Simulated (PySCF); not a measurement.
Species: `O=S1(C=CCCC1)=O`. The columns A, B, C and D hold Mulliken, IAO, Hirshfeld and ESP-fitted charges (e) of one PBE0/pcSseg-1 density (PySCF), in a shuffled order. Coordinates in Å (PBE0-D3(BJ)/def2-SVP); the density's dipole moment is (-2.69, 4.96, -0.15) D.

```tsv
atom	x	y	z	A	B	C	D
O1	0.563	-1.856	1.444	-0.329	-0.550	-0.880	-0.543
S2	0.472	-0.998	0.266	+0.505	+1.077	+1.979	+1.022
O3	1.010	-1.448	-1.016	-0.328	-0.530	-0.884	-0.540
C4	1.201	0.560	0.679	-0.076	-0.460	-0.409	-0.269
C5	0.615	1.734	0.426	-0.017	-0.020	-0.112	-0.129
C6	-0.710	1.939	-0.241	-0.061	-0.100	-0.265	-0.189
C7	-1.281	0.696	-0.913	-0.064	+0.077	-0.263	-0.261
C8	-1.235	-0.516	0.001	-0.075	-0.347	-0.465	-0.332
H9	2.171	0.457	1.173	+0.066	+0.238	+0.181	+0.159
H10	1.140	2.640	0.752	+0.061	+0.122	+0.162	+0.130
H11	-1.416	2.321	0.520	+0.050	+0.070	+0.151	+0.149
H12	-0.613	2.755	-0.976	+0.056	+0.066	+0.158	+0.153
H13	-2.317	0.881	-1.236	+0.053	+0.031	+0.151	+0.144
H14	-0.701	0.459	-1.820	+0.043	+0.044	+0.157	+0.160
H15	-1.700	-1.410	-0.440	+0.065	+0.140	+0.175	+0.179
H16	-1.671	-0.335	0.996	+0.053	+0.141	+0.164	+0.166
```

Question: Which column most likely holds the ESP-fitted charges?

Answer: B. Σ q r misses the density's dipole by 0.04 D (B), 0.93 D (D), 1.24 D (C), 1.34 D (A). Charges fitted to the outside potential are the only set here that is tied to the molecule's multipoles.

Question: And the Hirshfeld charges?

Answer: A. The mean sizes are 0.119 e (A), 0.251 e (B), 0.283 e (D), 0.410 e (C), and Hirshfeld charges are commonly the smallest of these schemes.

As computed, A = Hirshfeld, B = ESP-fitted, C = IAO, D = Mulliken. Hydrogens on carbon: Hirshfeld +0.04 to +0.07, ESP-fitted +0.03 to +0.24, IAO +0.15 to +0.18, Mulliken +0.13 to +0.18 e.

The ESP scheme fits charges at the nuclei, held to the total charge, to the electrostatic potential on points at 1.4 to 2.0 times the van der Waals radii. The IAO scheme counts the electrons in orthogonalised intrinsic atomic orbitals, a minimal basis polarised so that it spans the occupied orbitals exactly.

Geometry: PBE0-D3(BJ)/def2-SVP, one conformer, isolated molecule.

The run behind these numbers computed NMR shieldings as well. The run took 27 s wall on an x86-64 server with one thread (shared host).
